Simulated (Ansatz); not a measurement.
Breaking a bond in CBrF (SMILES F[C]Br)

The species is CBrF (3 atoms), meant as a triplet with charge 0. As SMILES, `F[C]Br`. Geometry: relaxed at GFN2-xTB.

```xyz
3

F     0.2300    1.2705    0.2673
C    -0.4113    0.2170   -0.2011
Br    0.1813   -1.4875   -0.0662
```

The F1–C2 distance is scanned; the parts on either side stay rigid. Basis STO-3G, 11 core orbitals frozen in the correlated methods; program Ansatz 0.2.0. FCI is exact within this basis and core. Energies in eV from each method's value at 1.319 Å; open shells run as named; a dash marks a point that is missing or didn't converge. The shape above is that at 1.319 Å.

| distance (Å) | UHF | UHSE06 | UB2PLYP | RPA@PBE | UCCSD | UBCCD(T) |
| --- | --- | --- | --- | --- | --- | --- |
| 1.319 | 0.00 | 0.00 | 0.00 | 0.00 | 0.00 | 0.00 |
| 1.649 | 1.70 | 1.40 | 1.35 | 1.01 | 1.09 | 1.11 |
| 1.979 | 2.80 | 3.43 | 3.32 | 2.68 | 2.81 | 2.81 |
| 2.639 | 2.96 | 4.40 | 3.86 | 2.92 | 3.36 | 3.35 |
| 3.298 | 2.97 | 4.49 | 3.91 | 2.47 | 3.37 | – |

Estimate the FCI curve, and say how far off each method is.


```
distance (Å)   FCI
       1.319  0.00
       1.649  1.07
       1.979  2.76
       2.639  3.36
       3.298  3.37
```

Departure from the FCI curve at its largest: UHF +0.63 eV at 1.65 Å; UHSE06 +1.12 eV at 3.30 Å; UB2PLYP +0.56 eV at 1.98 Å; RPA@PBE -0.90 eV at 3.30 Å; UCCSD +0.05 eV at 1.98 Å; UBCCD(T) +0.04 eV at 1.98 Å. The curve of RPA@PBE turns over, which the reference doesn't. For the functionals part of the departure is owed to the small basis.
